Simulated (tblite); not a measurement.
Parent: `[CH2:1]=[C:2]([CH3:3])[Si@@H:4]1[CH2:5][SiH2:6][C:7]1=[O:8]` with C1–C2–Si4–C5 -14°, C2–Si4–C5–Si6 -101°, Si4–C5–Si6–C7 -8°, C5–Si6–C7–O8 -171°, C2–Si4–C7–Si6 108°, C5H10OSi2.

Computed geometry: GFN2-xTB, gas phase. One conformer each, not checked by frequencies here.

```json
{"coordinate of the parent": "C1=C2", "value": "1.327 Å"}
{"coordinate of the parent": "C2–C3", "value": "1.499 Å"}
{"coordinate of the parent": "C2–Si4", "value": "1.886 Å"}
{"coordinate of the parent": "Si4–C5", "value": "1.921 Å"}
{"coordinate of the parent": "C5–Si6", "value": "1.918 Å"}
{"coordinate of the parent": "Si6–C7", "value": "1.957 Å"}
{"coordinate of the parent": "C7=O8", "value": "1.205 Å"}
{"coordinate of the parent": "Si4–C7", "value": "1.962 Å"}
{"coordinate of the parent": "C1–C2–C3", "value": "121.5°"}
{"coordinate of the parent": "C1–C2–Si4", "value": "123.0°"}
{"coordinate of the parent": "C3–C2–Si4", "value": "115.5°"}
{"coordinate of the parent": "C2–Si4–C5", "value": "116.1°"}
{"coordinate of the parent": "C2–Si4–C7", "value": "109.6°"}
{"coordinate of the parent": "C5–Si4–C7", "value": "83.9°"}
{"coordinate of the parent": "Si4–C5–Si6", "value": "96.9°"}
{"coordinate of the parent": "C5–Si6–C7", "value": "84.0°"}
{"coordinate of the parent": "Si6–C7–O8", "value": "132.9°"}
{"coordinate of the parent": "Si4–C7–Si6", "value": "94.2°"}
{"coordinate of the parent": "Si4–C7–O8", "value": "132.8°"}
```

Problem. How does the shared frame change in `[CH2:1]=[C:2]([CH3:3])[Si@@H:4]1[CH2:5][Si@H:6]([NH2:7])[C:8]1=[O:9]` with C1–C2–Si4–C5 -131°, C5–Si6–N7–H 73° and -151°, C2–Si4–C5–Si6 -103°, Si4–C5–Si6–N7 99°, C5–Si6–C8–O9 -170°, C2–Si4–C8–Si6 106°, C5H11NOSi2? Atoms pair as C1 = C1, C2 = C2, C3 = C3, Si4 = Si4, C5 = C5, Si6 = Si6, C7 = C8, O8 = O9 (parent first).

Solution. 
```json
{"parent": "C1=C2", "relative": "C1=C2", "value in the relative": "1.327 Å", "change": "0.000"}
{"parent": "C2–C3", "relative": "C2–C3", "value in the relative": "1.499 Å", "change": "0.000"}
{"parent": "C2–Si4", "relative": "C2–Si4", "value in the relative": "1.886 Å", "change": "0.000"}
{"parent": "Si4–C5", "relative": "Si4–C5", "value in the relative": "1.923 Å", "change": "+0.002"}
{"parent": "C5–Si6", "relative": "C5–Si6", "value in the relative": "1.914 Å", "change": "-0.004"}
{"parent": "Si6–C7", "relative": "Si6–C8", "value in the relative": "1.950 Å", "change": "-0.007"}
{"parent": "C7=O8", "relative": "C8=O9", "value in the relative": "1.207 Å", "change": "+0.002"}
{"parent": "Si4–C7", "relative": "Si4–C8", "value in the relative": "1.959 Å", "change": "-0.003"}
{"parent": "C1–C2–C3", "relative": "C1–C2–C3", "value in the relative": "121.5°", "change": "0.0"}
{"parent": "C1–C2–Si4", "relative": "C1–C2–Si4", "value in the relative": "122.1°", "change": "-0.9"}
{"parent": "C3–C2–Si4", "relative": "C3–C2–Si4", "value in the relative": "116.4°", "change": "+0.9"}
{"parent": "C2–Si4–C5", "relative": "C2–Si4–C5", "value in the relative": "113.9°", "change": "-2.2"}
{"parent": "C2–Si4–C7", "relative": "C2–Si4–C8", "value in the relative": "111.0°", "change": "+1.4"}
{"parent": "C5–Si4–C7", "relative": "C5–Si4–C8", "value in the relative": "84.2°", "change": "+0.3"}
{"parent": "Si4–C5–Si6", "relative": "Si4–C5–Si6", "value in the relative": "96.2°", "change": "-0.7"}
{"parent": "C5–Si6–C7", "relative": "C5–Si6–C8", "value in the relative": "84.7°", "change": "+0.7"}
{"parent": "Si6–C7–O8", "relative": "Si6–C8–O9", "value in the relative": "133.0°", "change": "+0.1"}
{"parent": "Si4–C7–Si6", "relative": "Si4–C8–Si6", "value in the relative": "93.9°", "change": "-0.3"}
{"parent": "Si4–C7–O8", "relative": "Si4–C8–O9", "value in the relative": "133.1°", "change": "+0.3"}
```

Of the parent's bonds, Si6–C7 changes most (-0.007 Å). Bonds of the relative outside the shared frame: Si6–N7 1.725 Å. Point group C1 → C1.
